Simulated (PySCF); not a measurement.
SSi, SMILES [Si]=S (connectivity only; charge and spin as stated), neutral, multiplicity 1. The structure is a stationary point at PBE-D3(BJ)/def2-TZVPD.

TDDFT-ωB97X/def2-TZVPD in PySCF puts the lowest singlet excitations at 4.04, 4.30, 4.30, 4.39, 4.39, 6.12 eV and the lowest triplet (TDA) at 3.29 eV.

Task: What are the lowest singlet roots from EOM-CCSD/aug-cc-pVDZ (PySCF 2.14.0)? (The exact figures need the calculation; the answer reports its results.)

Result: 4.33, 4.34, 4.34, 4.61, 4.61, 6.09 eV; triplets 3.39, 3.41, 3.41 eV. S1 differs by 0.28 eV (second minus first; roots are paired by order, and the bases may differ).
